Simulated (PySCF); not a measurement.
This PySCF input asks for the NMR shieldings of `CB(C)CC[SiH2]S`, C₄H₁₃BSSi; the geometry comes from GFN2-xTB.

```python
import basis_set_exchange as bse
import numpy as np
from pyscf import gto, dft
from pyscf.prop import nmr

atoms = """
C    -2.603336   -1.405649   -0.311597
B    -1.552184   -0.232876   -0.236685
C    -1.999495    1.254711   -0.499827
C    -0.046893   -0.584675    0.116474
C     1.018183    0.460098   -0.237141
Si    2.744298   -0.053904    0.336953
S     4.111791    1.477055   -0.329487
H    -2.266719   -2.333060    0.146266
H    -2.801906   -1.626102   -1.361380
H    -3.564638   -1.141175    0.124272
H    -1.773321    1.881301    0.362686
H    -1.447960    1.690522   -1.331832
H    -3.059460    1.365202   -0.714384
H    -0.014466   -0.761686    1.197817
H     0.237727   -1.541564   -0.329445
H     1.016365    0.619767   -1.317821
H     0.751672    1.418705    0.211839
H     3.195459   -1.312454   -0.255765
H     2.857210   -0.114736    1.794259
H     5.192524    0.951199    0.222065
"""
names = dict.fromkeys(["C", "B", "Si", "S", "H"], "pcSseg-1")
basis = {el: gto.basis.parse(bse.get_basis(n, elements=[el], fmt="nwchem")) for el, n in names.items()}
mol = gto.M(atom=atoms, basis=basis, charge=0, verbose=0)
mf = dft.RKS(mol, xc="PBE0")
mf.grids.level = 2
mf.grids.alignment = dft.numint.BLKSIZE   # the property module wants whole blocks of grid points
mf.conv_tol = 1e-9
mf.kernel()

calc = nmr.RKS(mf)   # GIAO
C = mf.mo_coeff
Co = C[:, mf.mo_occ > 0]
resp = mf.gen_response(singlet=True, hermi=2)
def vind(x):   # induced exchange potential for any number of trial vectors
    d = np.einsum("pi,xij,qj->xpq", C, 2 * x.reshape(-1, C.shape[1], Co.shape[1]), Co, optimize=True)
    return np.einsum("xpq,pi,qj->xij", resp(d - d.transpose(0, 2, 1)), C, Co, optimize=True).ravel()
mo1, _ = nmr.rhf.solve_mo1(calc, with_cphf=vind)
sigma = calc.kernel(mo1)
for i, s in enumerate(sigma):   # ppm
    w = np.linalg.eigvalsh((s + s.T) / 2)
    print("%2d %-2s iso %8.1f  s11 %8.1f  s22 %8.1f  s33 %8.1f" % (i, mol.atom_pure_symbol(i), w.mean(), *w))
```

Question: What are the results?

Answer: 
```
 0 C  iso    170.1  s11    151.7  s22    171.0  s33    187.5
 1 B  iso      9.3  s11    -46.9  s22    -41.9  s33    116.6
 2 C  iso    174.4  s11    154.2  s22    183.2  s33    185.9
 3 C  iso    159.3  s11    138.2  s22    161.6  s33    178.1
 4 C  iso    176.6  s11    166.7  s22    173.2  s33    189.8
 5 Si iso    376.7  s11    352.1  s22    358.8  s33    419.2
 6 S  iso    777.4  s11    669.6  s22    694.2  s33    968.4
 7 H  iso     30.7  s11     26.6  s22     30.6  s33     35.0
 8 H  iso     31.0  s11     27.7  s22     29.0  s33     36.2
 9 H  iso     30.6  s11     26.6  s22     29.3  s33     35.9
10 H  iso     30.9  s11     26.0  s22     30.8  s33     35.8
11 H  iso     30.8  s11     25.7  s22     31.3  s33     35.3
12 H  iso     30.6  s11     26.6  s22     29.3  s33     35.8
13 H  iso     30.8  s11     25.8  s22     30.8  s33     35.7
14 H  iso     30.1  s11     24.5  s22     30.5  s33     35.3
15 H  iso     30.8  s11     25.7  s22     31.1  s33     35.7
16 H  iso     30.4  s11     24.5  s22     31.3  s33     35.3
17 H  iso     26.8  s11     22.4  s22     26.3  s33     31.9
18 H  iso     26.8  s11     22.7  s22     26.1  s33     31.7
19 H  iso     31.9  s11     23.3  s22     27.6  s33     44.8
```

These numbers come from an equivalent density-fitted implementation of the same equations, which agrees with the script to about 0.01 ppm for H and up to a few tenths of a ppm for heavy atoms, so last digits may differ.

Size and cost of the density-fitted run: 198 basis functions, 25 s wall time on 1 thread of an Arm Neoverse V2, shared host; peak memory 0.91 GiB.
